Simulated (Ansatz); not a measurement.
Ansatz (a quantum-chemistry and plane-wave program) input (revPBE/def2-TZVPD):

Ansatz 0.2 input:
```yaml
crystal:
  periodic: [false, false, false]
  atoms:
    - {symbol: Si, position_ang: [0.08385509, -0.03276218, 0.36798897]}
    - {symbol: C, position_ang: [1.64369678, -0.33373973, -0.63379345]}
    - {symbol: C, position_ang: [-1.22408655, -1.30840684, -0.06707536]}
    - {symbol: C, position_ang: [-0.56765736, 1.69998858, 0.05117999]}
    - {symbol: H, position_ang: [0.41343626, -0.16152953, 1.81432021]}
    - {symbol: H, position_ang: [2.42145020, 0.39046200, -0.38204617]}
    - {symbol: H, position_ang: [2.04551198, -1.33245170, -0.44977123]}
    - {symbol: H, position_ang: [1.44123335, -0.24748271, -1.70429325]}
    - {symbol: H, position_ang: [-0.86734399, -2.32243754, 0.12585391]}
    - {symbol: H, position_ang: [-1.49306834, -1.24475726, -1.12443011]}
    - {symbol: H, position_ang: [-2.13379065, -1.15771753, 0.51813949]}
    - {symbol: H, position_ang: [-0.82141324, 1.83341802, -1.00343181]}
    - {symbol: H, position_ang: [-1.46704444, 1.89796051, 0.63825345]}
    - {symbol: H, position_ang: [0.17534046, 2.45615419, 0.31369293]}
basis:
  gaussian:
    orbitals: def2-TZVPD
hamiltonian:
  xc: {name: revPBE}
output: {forces: true}
```

End of the output:

```
Atom 0 at     0.083855    -0.032762     0.367989 Å, force    -0.008108     0.003191    -0.035650 eV/Å
Atom 1 at     1.643697    -0.333740    -0.633793 Å, force     0.000637    -0.001044     0.021600 eV/Å
Atom 2 at    -1.224087    -1.308407    -0.067075 Å, force     0.007595     0.001462     0.020179 eV/Å
Atom 3 at    -0.567657     1.699989     0.051180 Å, force     0.005884    -0.005869     0.019975 eV/Å
Atom 4 at     0.413436    -0.161530     1.814320 Å, force     0.065032    -0.025404     0.285376 eV/Å
Atom 5 at     2.421450     0.390462    -0.382046 Å, force     0.219429     0.188679     0.062448 eV/Å
Atom 6 at     2.045512    -1.332452    -0.449771 Å, force     0.120032    -0.266945     0.044553 eV/Å
Atom 7 at     1.441233    -0.247483    -1.704293 Å, force    -0.040386     0.020267    -0.290386 eV/Å
Atom 8 at    -0.867344    -2.322438     0.125854 Å, force     0.084460    -0.279060     0.051603 eV/Å
Atom 9 at    -1.493068    -1.244757    -1.124430 Å, force    -0.081740     0.006170    -0.282206 eV/Å
Atom 10 at    -2.133791    -1.157718     0.518139 Å, force    -0.250414     0.028915     0.155331 eV/Å
Atom 11 at    -0.821413     1.833418    -1.003432 Å, force    -0.072237     0.049559    -0.280520 eV/Å
Atom 12 at    -1.467044     1.897961     0.638253 Å, force    -0.242254     0.066241     0.156773 eV/Å
Atom 13 at     0.175340     2.456154     0.313693 Å, force     0.192070     0.213840     0.070923 eV/Å
Dipole moment:    -0.026905     0.010505    -0.118051 e Å
```
